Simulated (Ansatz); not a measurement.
# A barrier at the coupled-cluster level

Start structure (AlH5O3, singlet), relaxed at PBE0-D4/def2-TZVP:

```xyz
9
angstrom
Al 0.3144 -0.3208 -0.2129
O 1.0765 0.4575 -1.5027
O 1.2436 -0.5295 1.1843
O -1.2305 -0.9776 -0.4592
H -0.3185 1.7918 0.7298
H -0.9868 1.5501 0.4825
H 0.6515 0.5443 -2.3537
H 0.9482 -0.9901 1.9656
H -1.6984 -1.5258 0.1661
```

The step: AlH₃O₃ ([OH][Al]([OH])[OH]) + H₂ → AlH₃O₂ ([OH][AlH][OH]) + H₂O (still joined by a long Al–O bond); bonds formed: Al1–H6, O2–H5; bonds broken: H5–H6; bonds weakened to dative contacts: Al1–O2. Computed with Ansatz 0.2.0 (basis: def2-TZVPP and def2-QZVPP); correlated methods freeze the cores. Extrapolation: Hartree–Fock as exp(−7.88 √X), correlation as X^−2.97. Energies below are by CCSD(T) at an estimated basis limit (MP2 extrapolated from triple and quadruple zeta, plus CCSD(T) − MP2 in triple zeta).

Task: What are the electronic barrier and the energy of the step, from the start structure to the end structure? (To be estimated.)

Result: Computed: Barrier 1.123 eV; step energy 0.304 eV (uphill); reverse barrier, their difference, 0.819 eV. Barrier and step energy count from the start structure, the reverse barrier from the end structure.

The saddle point: One imaginary mode of 1183i cm⁻¹.
```tsv
pair	start (Å)	saddle (Å)	end (Å)
Al1–H6	2.38	1.76	1.59
O2–H5	2.95	1.22	0.96
Al1–O2	1.69	1.84	1.99
H5–H6	0.75	1.08	2.78
```

Zero-point energy (harmonic, PBE0-D4): ZPE is 1.469 eV at the start and 1.510 eV at the saddle, so the barrier goes from 1.123 to 1.165 eV.

No T1 diagnostic of these runs exceeds 0.013.

Labels in which every atom is bracketed show which atoms are joined, not bond orders.

For scale, one of the runs: CCSD(T)/def2-TZVPP, 205 basis functions, launched by `ansatz run in.yaml --threads 4 --pin off --events-out ev --progress --plain --max-ram 9574MiB`. The run took 54 s on 4 CPU threads of an Arm Neoverse V1 (shared host), with 2.7 GiB of host memory at its peak.
